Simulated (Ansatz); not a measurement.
Ansatz (a quantum-chemistry and plane-wave program) input (r2SCAN0/def2-TZVPD):

Ansatz 0.2 input:
```yaml
crystal:
  periodic: [false, false, false]
  atoms:
    - {symbol: Ag, position_ang: [-0.00000000, -0.00000000, -0.67107165]}
    - {symbol: Cl, position_ang: [0.00000000, 0.00000000, 1.85531575]}
basis:
  gaussian:
    orbitals: def2-TZVPD
hamiltonian:
  xc: {name: r2SCAN0}
magnetization: {spin_polarized: true, initial_magnetization: 2}
output: {forces: true}
```

Output:

```
Functional definition: r2SCAN0
integrals: 0.03 GiB planned
694 factors; their error is unknown
mean field: 0.35 GiB planned
mean field evaluation 1: about -16517.9068 eV, gradient 2.4e1 eV
mean field evaluation 2: about -16505.2739 eV, gradient 6.4e1 eV
mean field evaluation 4: about -16519.8950 eV, gradient 1.4e0 eV
mean field evaluation 8: about -16519.9059 eV, gradient 9.7e-2 eV
mean field evaluation 16: about -16519.9622 eV, gradient 7.9e-5 eV
mean field evaluation 32: about -16520.0325 eV, gradient 8.3e-3 eV
mean field -16520.03247441 eV, -607.0999957544 hartree, gradient 1.1e-6 eV, S^2 2.009325; 4 other end points of the search recorded, 0 dependent functions left out
the calculation of the forces begins
reference -16520.03249483 eV, -607.0999965050 hartree; 19, 17 occupied and 67, 69 virtual orbitals, 694 factors
Total energy: -16520.03249483 eV, -607.0999965050 hartree
Atom 0 at    -0.000000    -0.000000    -0.671072 Å, force     0.000000     0.000000     0.364078 eV/Å
Atom 1 at     0.000000     0.000000     1.855316 Å, force    -0.000000     0.000000    -0.364078 eV/Å
Dipole moment:     0.009489    -0.000000    -0.136332 e Å
```

The spin state was set by rule; other spins were not relaxed.
